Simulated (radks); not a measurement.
Question: All-electron atom: In XXVIII in [Ar] 3d4. All-electron calculation, scalar-relativistic Kohn-Sham, PBE, spin-unpolarised, spherical densities, point nucleus. Program: a radial shooting solver on a logarithmic mesh with Libxc functionals. Some entries of the table are withheld. Estimate them.

orbital,occ.,eigenvalue (hartree),<1/r> (bohr^-1),<r^2> (bohr^2)
1s,2,-1062.710,51.86,(1)
2s,2,-194.7099,11.88,0.01923
2p,6,-179.2959,11.43,0.01514
3s,2,-65.41338,4.500,0.1220
3p,6,-60.40151,4.324,0.1189
3d,4,-53.35752,4.127,0.09728
4s,0,-31.86829,2.237,0.4721
4p,0,-29.91198,2.157,(2)

Answer: 
(1) 1s <r^2> (bohr^2): 0.001195
(2) 4p <r^2> (bohr^2): 0.4862
